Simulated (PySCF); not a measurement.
H₄S₃Si. Atoms are numbered in the order given.

```xyz
8

Si    -0.3800     0.3213     0.1843
S     -0.8358    -0.5968    -1.6918
S     -0.0455    -1.2988     1.5482
S      1.2819     1.6261    -0.1218
H     -1.4448     1.2190     0.7098
H     -1.6623    -1.5264    -1.1596
H     -0.0899    -0.5157     2.6502
H      2.1074     0.6383    -0.5350
```

Geometry: PBE0-D3(BJ)/def2-SVP. Other conformers were not sampled.

Computed with PySCF with ωB97X/def2-TZVP.

Atomic charges (e):

```
atom  Löwdin  meta-Löwdin  Mulliken
----  ------  -----------  --------
Si1    -0.55         0.66      0.35
S2      0.14        -0.29     -0.28
S3      0.13        -0.30     -0.29
S4      0.15        -0.29     -0.29
H5     -0.04        -0.10     -0.01
H6      0.06         0.11      0.17
H7      0.06         0.11      0.16
H8      0.06         0.11      0.17
```

Computed Mayer and Wiberg (Löwdin basis) orders of the bonds:
| bond | Mayer | Wiberg |
|---|---|---|
| Si1–S2 | 1.18 | 1.64 |
| Si1–S3 | 1.17 | 1.63 |
| Si1–S4 | 1.18 | 1.66 |
| Si1–H5 | 0.93 | 0.93 |
| S2–H6 | 0.94 | 1.01 |
| S3–H7 | 0.94 | 1.01 |
| S4–H8 | 0.94 | 1.01 |
